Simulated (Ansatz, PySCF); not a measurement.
Ge(F)3(OH) (F3GeHO), SMILES [OH][Ge]([F])([F])[F].

Coordinates come from a PBE-D3(BJ)/def2-SVP optimisation. The structure was generated by enumeration, and PubChem lists no compound with its InChIKey, so it may never have been made. The values are those of a single conformer.

Vertical ionisation energy (IE) and electron affinity (EA) in eV. Rows of orbital energies are one-electron estimates. Where ΔSCF, EOM or ADC give a negative EA the extra electron is unbound and the value depends on the basis.

```tsv
level	IE	EA
−ε(HOMO), −ε(LUMO), B3LYP/def2-TZVP (PySCF)	10.40	2.08
−ε(HOMO), −ε(LUMO), PBE/def2-TZVP (PySCF)	8.80	2.76
ΔSCF, CAM-B3LYP/def2-SVPD (Ansatz), final states of multiplicity 2 and 2	13.81	0.20
ΔSCF, PBE/def2-SVPD (Ansatz), final states of multiplicity 2 and 2	___	___
```

Question: Some entries are withheld; supply them. (Estimate from the structure and the level; the computed values follow.)

Answer: 
- ΔSCF, PBE/def2-SVPD (Ansatz, a quantum-chemistry and plane-wave program), final states of multiplicity 2 and 2, IE: 12.97
- ΔSCF, PBE/def2-SVPD (Ansatz), final states of multiplicity 2 and 2, EA: 0.33

Question: What vertical singlet–triplet gap does ΔSCF give with CAM-B3LYP/def2-SVPD (Ansatz) and with PBE/def2-SVPD (Ansatz)? (An estimate is asked for; the answer gives what the named calculation found.)

Answer: 6.96 and 6.33 eV (triplet above singlet where positive).
